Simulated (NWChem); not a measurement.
Molecule: C$_{2}$H$_{8}$BNO; SMILES CCOBN

```xyz
13

B      0.0209    -1.1519    -0.4379
H     -0.0292    -1.0435    -1.6480
O      0.3074    -0.0779     0.3511
C      0.5202     1.2062    -0.1781
C     -0.6368     2.1291     0.1406
H      1.4513     1.6035     0.2623
H      0.6761     1.1500    -1.2711
H     -0.8068     2.1750     1.2269
H     -0.4330     3.1486    -0.2215
H     -1.5646     1.7737    -0.3338
N     -0.2145    -2.3974     0.1598
H     -0.4220    -3.2282    -0.3731
H     -0.1816    -2.5335     1.1617
```
Atoms are numbered in this order, from 1.

Coordinates come from a PBE0/def2-SVP optimisation. No frequency run checked for a minimum.

### Question
Give the principal values of the shielding tensors (ppm) of B1, O3, C4, C5, N11 from KT2/pcSseg-1, GIAO (NWChem), with their diamagnetic and paramagnetic parts as GIAO splits them.

### Answer
```
atom    σ11    σ22    σ33  isotropic  diamagnetic  paramagnetic
----  -----  -----  -----  ---------  -----------  ------------
B1     53.5   85.6   91.1       76.7        198.5        -121.8
O3     38.3  209.1  299.7      182.3        395.9        -213.5
C4     85.1   95.5  163.6      114.7        246.8        -132.1
C5    145.3  159.6  182.8      162.6        250.1         -87.6
N11   119.1  203.6  240.6      187.7        318.6        -130.8
```
